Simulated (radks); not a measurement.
Charge is removed step by step from the 3s level of neutral calcium, starting from [Ar] 4s2. Method: scalar-relativistic Kohn-Sham, SCAN, spin-unpolarised, spherical densities, finite nucleus; meta-GGA in the generalised Kohn-Sham scheme; Fermi nuclear charge, rms radius 3.4776 fm; computed with a radial shooting solver on a logarithmic mesh with Libxc functionals.

removed (e)  E - E(0) (eV)  eigenvalue (eV)  E minus straight line (eV)
0                    0.000          -48.964                       0.000
0.25                12.629          -52.428                      -1.388
0.5                 26.215          -56.026                      -1.819
0.75                40.649          -59.740                      -1.403
1                   56.070          -63.554                       0.000

Removing the whole electron costs 56.070 eV by Delta-SCF, against 48.964 eV from minus the eigenvalue at the starting occupation. Slater's transition state (half an electron removed) gives 56.026 eV. Integrating minus the eigenvalue over the occupation (Janak's theorem) gives 56.104 eV. In this scalar-relativistic scheme the density is built from large components alone, so the theorem holds only approximately. The mean slope of the eigenvalue, de/dn, is 14.6 eV per electron.
